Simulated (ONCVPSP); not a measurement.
# Pseudopotential generation for Eu (Z = 63): ONCV, PBEsol, scalar-relativistic.

ONCVPSP 4.0.1 input, shortened (lines: element, Z, core and valence counts, functional; n l f; lmax; l rc ep ncon nbas qcut; lloc lpopt rc5 dvloc0; l nproj debl; icmod fcfact rcfact), PBEsol, scalar-relativistic:

```
  Eu 63.00   12    2  -116133      upf
    1    0    2.00
    2    0    2.00
    2    1    6.00
    3    0    2.00
    3    1    6.00
    3    2   10.00
    4    0    2.00
    4    1    6.00
    4    2   10.00
    4    3    6.00
    5    0    2.00
    5    1    6.00
    5    2    1.00
    6    0    1.00
    3
    0    2.60    0.00    3    8    2.40
    1    3.15    0.34    4    7    2.80
    2    3.25    0.00    4    9    5.60
    3    3.30    0.35    4    7    3.50
    4    4    1.90    2.00
    0    2    2.50
    1    2    0.60
    2    2    2.30
    3    2    0.90
    3    3.75    1.05
```

In the p channel the program set the typed energies aside and used 0.050, 0.650 Ha.

All-electron outer shells of the reference configuration (PBEsol, scalar-relativistic, ld1.x):

```csv
shell,level (eV),outermost node (bohr),outermost maximum (bohr)
4f,-14.69,–,0.59
6s,-9.17,1.63,3.26
5d,-8.49,0.81,1.95
```

(1) Estimate the cutoffs (Ha) at which the residual kinetic energy of the hardest occupied pseudo-wave falls to 1 and 0.1 mHa per electron.

(2) What does a ghost test show?

Results:

(1) 7.9 Ha and 30 Ha. The cutoffs count occupied waves only; projector 2 of the s channel, the hardest unoccupied one, needs 46 Ha at the loose tolerance.

(2) Ghosts flagged at negative energy: p at -28.7 eV; GHOST(+) flagged for s at 43.6 eV. A true bound ghost makes a file unfit for plane-wave use.

Its largest configuration-test error is +72 meV (5d1 6s0). 1 of 4 tests not solved or not reliable.
